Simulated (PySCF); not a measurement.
## Calculated data, AlBGeH$_{5}$N

All values are calculated (PySCF 2.14.0). Calculation on a computer-drawn molecule: the log of a Hartree-Fock and frozen-core CCSD(T) single point meant for a local Hartree-Fock minimum, with one planted fault or none, to be diagnosed. Offsets are logged minus clean, where the clean run is the same molecule without the fault. The reference is restricted for singlets and unrestricted otherwise, and also for a bond in bohr or an excited solution. Adding or removing an electron swaps singlet and doublet. The excited solution moves the top pair (singlet) or top alpha electron (doublet) to the lowest empty orbital. Highest occupied and lowest empty are orbital energies over both spins, largest force is the largest gradient component, triples share is (T) over the correlation energy, the T1 limit is 0.02 restricted and 0.045 unrestricted, electrons count all cores, a negative frequency is imaginary (commonest isotopes), and the dipole is about the centre of nuclear charge; on germanium a core potential holds 10 electrons, which the energies leave out, and 3d is frozen in MP2 and coupled-cluster steps.

```json
{"formula": "AlBGeH5N", "logged_structure": {"atoms_angstrom": [["B", -0.9055, 1.5775, -1.1194], ["Ge", 0.1894, -0.1855, -0.8749], ["N", 1.634, 0.2758, 0.1149], ["Al", 2.9279, 0.6738, 0.9994], ["H", -1.6995, 1.9349, -0.2908], ["H", -0.7029, 2.3189, -2.0435], ["H", -0.6261, -1.2835, -0.1567], ["H", 0.6353, -0.7912, -2.2242], ["H", 4.1661, 1.0703, 1.8492]]}, "given": {"meant_charge": 0, "meant_multiplicity": 1, "meant_basis": "cc-pV(D+d)Z", "meant_basis_and_core_potential_on_germanium": "cc-pVDZ-PP ECP10MDF", "logged_electrons": 62, "logged_basis_functions": 99, "logged_SCF_converged": "yes", "logged_spin_squared": 2.0147, "logged_highest_occupied [eV]": -5.0292, "logged_lowest_empty [eV]": 0.16117, "logged_largest_force [hartree/bohr]": 0.093213, "logged_dipole_magnitude [debye]": 2.7438, "logged_SCF_stable_within_its_kind": "yes", "logged_energy_HF [hartree]": -617.17732, "possible_faults": "no fault, one electron removed, one electron added, multiplicity raised by two, geometry at a saddle point, SCF held on an excited solution, minimal basis STO-3G, one bond length entered in bohr, all coordinates scaled", "drawn_bonds_atom": [1, 2, 3, 1, 1, 2, 2, 4], "drawn_bonds_other_atom": [2, 3, 4, 5, 6, 7, 8, 9], "drawn_bonds_order": [1, 1, 2, 1, 1, 1, 1, 1]}, "results": {"planted_fault": "multiplicity raised by two", "HF_energy_offset_from_clean_run [kcal/mol]": 54.53}, "notes": ["coupled-cluster numbers left out as unreliable"]}
```
